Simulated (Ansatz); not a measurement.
A nudged elastic band was laid between two geometries of BrH + Cl5FW (9 atoms, charge 0, multiplicity 1).

The calculation used RKS PBE/def2-SVP (Ansatz 0.2.0).

```json
{
  "movable images": "7",
  "climbing image": "yes",
  "spring": "5.0 eV/Å²",
  "optimiser": "quadratic models (default)",
  "start path": "through a guess of the saddle point",
  "force threshold": "0.05 eV/Å",
  "iteration limit": "31",
  "end points": "relaxed"
}
```

Image 0:

```xyz
9
Properties=species:S:1:pos:R:3
W -0.154 -0.153 -0.319
F 0.104 0.122 1.546
Cl 2.148 -0.156 -0.558
Cl -0.182 2.147 -0.575
Cl -2.440 -0.136 0.071
Cl -0.114 -2.435 0.088
Cl -0.467 -0.486 -2.572
Br 2.430 2.492 2.584
H 1.421 1.467 2.554
```

Image 8:

```xyz
9
Properties=species:S:1:pos:R:3
W 0.358 0.366 -0.539
F -0.282 -0.259 3.375
Cl 2.408 0.112 -1.603
Cl 0.089 2.402 -1.626
Cl -1.667 0.669 0.530
Cl 0.676 -1.646 0.550
Cl -0.705 -0.725 -2.285
Br 1.528 1.570 1.347
H 0.344 0.373 3.071
```

(1) What changes between the two ends?

(2) Give the energies along the band, and the barrier.

(3) What is the geometry of the highest image?

Results:

(1) Bonds broken: W1–F2, Br8–H9. Bonds formed: W1–Br8, F2–H9. BrH + Cl5FW becomes BrCl5W + FH.

(2) The forces met the threshold. The highest image is number 4 of 0 to 8, 1.14 eV above the first end and 0.59 eV above the last; the last end lies 0.55 eV above the first. A structure lower than the first end lies on the path between it and the top, so the climb from that side starts below the end, which may itself be a saddle point or a shallow side well. A vibrational analysis at the climbing image gives one clearly imaginary mode, 222i cm⁻¹: a first-order saddle point. The orbitals stay closed-shell, which can raise the energy where a bond breaks towards radicals; this wasn't checked here.

| image | path coordinate (Å) | energy (eV) | W1–F2 (Å) | Br8–H9 (Å) | W1–Br8 (Å) |
| --- | --- | --- | --- | --- | --- |
| 0 | 0.00 | 0.00 | 1.90 | 1.44 | 4.70 |
| 1 | 0.86 | 0.00 | 1.90 | 1.44 | 4.82 |
| 2 | 1.72 | 0.09 | 1.91 | 1.44 | 4.37 |
| 3 | 2.59 | 0.57 | 1.93 | 1.45 | 3.82 |
| 4 | 3.45 | 1.14 | 2.15 | 1.65 | 3.12 |
| 5 | 4.52 | 1.07 | 2.98 | 2.11 | 2.64 |
| 6 | 5.59 | 0.70 | 3.84 | 2.22 | 2.54 |
| 7 | 6.67 | 0.56 | 4.22 | 2.38 | 2.52 |
| 8 | 7.75 | 0.55 | 4.01 | 2.41 | 2.52 |

(3) 
```xyz
9
Properties=species:S:1:pos:R:3:forces:R:3
W 0.158 0.145 -0.156 0.00 0.04 -0.04
F 0.598 -0.436 1.862 0.00 0.00 0.02
Cl 2.434 -0.008 -0.347 0.00 0.00 0.00
Cl 0.160 2.230 -1.227 0.01 -0.02 0.00
Cl -1.888 0.622 0.757 -0.01 0.00 0.01
Cl -0.173 -2.165 0.009 0.00 -0.02 0.00
Cl -0.430 -0.424 -2.343 0.00 0.01 0.02
Br 1.019 2.253 1.977 0.01 0.00 0.01
H 0.870 0.644 2.287 -0.01 -0.01 -0.01
```

Time of the run: 31 min on 4 threads of AMD EPYC 7571, on a shared host, peak memory 0.4 GiB.
